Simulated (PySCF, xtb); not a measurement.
BHO, SMILES B=O.

GFN2-xTB (xtb) at its own geometry gives an orbital gap of 8.27 eV and a dipole moment of 2.12 D.

Geometry optimised at PBE0-D3(BJ)/def2-TZVPD.

Problem. What does B3LYP/def2-TZVPD in PySCF give? (Estimate from the structure and the level; the computed values follow.)

Solution. gap 9.70 eV (levels -10.18 and -0.48 eV), dipole 2.78 D.
